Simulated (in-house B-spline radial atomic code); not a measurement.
Configurations of Bi⁶⁺, with energies counted from [Xe] 4f14 (5d3/2)4 (5d5/2)5. Computed with a radial B-spline atomic code at the basis-set limit: Dirac-Hartree-Fock, average of each configuration as written, Fermi nucleus of rms radius 5.5211 fm. Energies include first-order Breit, QED and recoil terms.

Occupations are held fixed; configurations that lie above the ionisation limit could autoionise.

| configuration | E - E(ref) (eV) | highest orbital | its <r> (bohr) |
| --- | --- | --- | --- |
| [Xe] 4f14 (5d3/2)2 (5d5/2)6 (8g7/2)1 | 100.52 | 8g7/2 | 12.05 |
| [Xe] (4f5/2)5 (4f7/2)8 (5d3/2)4 (5d5/2)5 (7d3/2)1 | 218.14 | 7d3/2 | 4.553 |
| [Xe] (4f5/2)5 (4f7/2)8 (5d3/2)4 (5d5/2)5 (9f7/2)1 | 236.25 | 9f7/2 | 11.95 |
| [Kr] (4d3/2)4 (4d5/2)5 4f14 5s2 5p6 5d10 | 422.89 | 5d5/2 | 1.149 |

Order these further configurations by energy, lowest first.
A. [Kr] 4d10 4f14 5s2 (5p1/2)2 (5p3/2)3 (5d3/2)4 (5d5/2)5 (9p1/2)1
B. [Xe] 4f14 (5d3/2)3 (5d5/2)6
C. [Kr] (4d3/2)3 (4d5/2)6 4f14 5s2 5p6 (5d3/2)4 (5d5/2)5 7s1
D. [Xe] (4f5/2)6 (4f7/2)7 (5d3/2)4 (5d5/2)5 8s1
E. [Kr] (4d3/2)3 (4d5/2)6 4f14 5s2 5p6 (5d3/2)4 (5d5/2)5 (9g7/2)1

B (3.1252 eV), A (160.78 eV), D (214.56 eV), C (510.76 eV), E (546.07 eV).
